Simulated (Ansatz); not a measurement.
`C=CCC(C#N)(C#N)C#N` from Hartree–Fock to CCSD(T)

```xyz
15

C     1.648   -0.484   -1.693
C     0.389   -0.222   -1.379
C    -0.285   -0.778   -0.172
C    -0.600    0.326    0.897
C    -1.304   -0.293    2.028
N    -1.850   -0.824    2.887
C     0.655    0.925    1.373
N     1.657    1.357    1.728
C    -1.451    1.366    0.302
N    -2.119    2.150   -0.204
H     2.267   -1.129   -1.077
H     2.106   -0.064   -2.580
H    -0.206    0.432   -2.010
H     0.337   -1.526    0.322
H    -1.244   -1.239   -0.423
```

Total charge 0; spin multiplicity 1. All single points use the PBE0-D4/def2-TZVP geometry. It is one conformer, not always the lowest. Frozen core, restricted reference, the Gaussian-basis code of Ansatz. CBS rows extrapolate triple and quadruple zeta; past MP2 they add the triple-zeta difference.

```csv
basis,HF (Eh),MP2 corr.
def2-SVP,-430.92361,-1.36704
def2-TZVPP,-431.41638,-1.65033
def2-QZVPP,-431.43341,-1.75602
```

Question: Estimate the CCSD correlation energy and the (T) correction in each basis where they were run (hartree).

Answer: 
```tsv
basis	CCSD corr.	(T)
def2-SVP	-1.40871	-0.06066
def2-TZVPP	-1.66958	-0.08871
CBS(def2)	-1.85354	as TZ
```
